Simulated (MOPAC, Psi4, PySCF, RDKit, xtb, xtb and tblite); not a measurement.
Two geometries of SMILES CCc1ccccc1C(F)(F)F (C₉H₉F₃), relaxed at GFN2-xTB with one dihedral held; other torsions can differ between them too.

Structure A

```
21

C      2.7611    -0.1055     0.3561
C      1.6096    -0.1592    -0.6456
C      0.1980    -0.3092    -0.1330
C     -0.7929     0.2752    -0.9253
C     -2.1338     0.2194    -0.6063
C     -2.5376    -0.4460     0.5379
C     -1.5907    -1.0857     1.3101
C     -0.2383    -1.0491     0.9715
C      0.6754    -1.8909     1.8231
F      1.4533    -1.1828     2.6632
F     -0.0022    -2.7432     2.6129
F      1.4947    -2.6722     1.0951
H      2.5253     0.5588     1.1846
H      3.0229    -1.0801     0.7484
H      3.6422     0.2863    -0.1483
H      1.7931    -0.9918    -1.3347
H      1.6333     0.7564    -1.2402
H     -0.4885     0.8130    -1.8115
H     -2.8605     0.6952    -1.2472
H     -3.5785    -0.4846     0.8177
H     -1.9024    -1.6381     2.1827
```

Structure B

```
21

C     -2.6115    -0.0602     0.4634
C     -1.5947    -0.0013    -0.6787
C     -0.1891    -0.3290    -0.2544
C      0.4409    -1.4158    -0.8567
C      1.7266    -1.7991    -0.5273
C      2.4341    -1.0870     0.4249
C      1.8512     0.0186     1.0113
C      0.5609     0.4119     0.6650
C      0.0539     1.6580     1.3410
F     -0.7631     2.4114     0.5890
F      1.0572     2.4786     1.7012
F     -0.6186     1.3956     2.4824
H     -2.4643     0.7333     1.1861
H     -2.5430    -1.0149     0.9815
H     -3.6158     0.0399     0.0589
H     -1.8926    -0.7144    -1.4491
H     -1.6202     0.9958    -1.1247
H     -0.1061    -1.9862    -1.5930
H      2.1749    -2.6523    -1.0136
H      3.4345    -1.3798     0.7021
H      2.4034     0.5948     1.7377
```

Q: Which is lower in energy at the level Psi4 with B3LYP-D3(BJ)/def2-SVP // GFN2-xTB, and by how much?

A: B is lower, by 3.34 kcal/mol (dihedral C1–C2–C3–C4: 150° in A, 120° in B).

E(B) − E(A) in kcal/mol at the other levels, on the same two geometries: GFN2-xTB (xtb and tblite) -3.13; MMFF94 // GFN2-xTB (RDKit) -3.53; B3LYP/def2-SVP // GFN2-xTB (Psi4) -3.32; PBE/def2-SVP // GFN2-xTB (Psi4) -3.13; PBE-D3(BJ)/def2-SVP // GFN2-xTB (Psi4) -3.15; UFF // GFN2-xTB (RDKit) -7.32; AM1, restricted, heats of formation // GFN2-xTB (MOPAC) -3.49; PM6, restricted, heats of formation // GFN2-xTB (MOPAC) -2.86; GFN1-xTB // GFN2-xTB (xtb) -2.79; restricted B3LYP/6-31G*, spherical d, density fitting // GFN2-xTB (PySCF) -3.56; restricted Hartree-Fock/STO-3G // GFN2-xTB (PySCF) -3.73; restricted B3LYP/3-21G, density fitting // GFN2-xTB (PySCF) -3.72; restricted Hartree-Fock/LANL2DZ, density fitting // GFN2-xTB (PySCF) -3.99.
